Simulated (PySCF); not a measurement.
InBr₂, SMILES [Br][In+][Br], charge +1. Heavy atoms are numbered as in [In+:1]([Br:2])[Br:3].

Geometry: B3LYP-D3(BJ)/def2-SVP. The spin state was assumed, not searched. The isomer is the one that the SMILES or the coordinates give; other isomers of the formula were not compared. The def2 effective core potentials stand for the cores of In; spin–orbit coupling is left out.

Computed with r2SCAN/def2-TZVPD in PySCF.

Mulliken values depend strongly on the basis, most of all with diffuse functions as here. ESP charges are fitted to the potential on shells at 1.4 to 2.0 van der Waals radii. Atomic charges (e), one atom of each kind:

```
atom  ESP fit  Mulliken
----  -------  --------
In1      0.69      1.35
Br2      0.15     -0.18
```
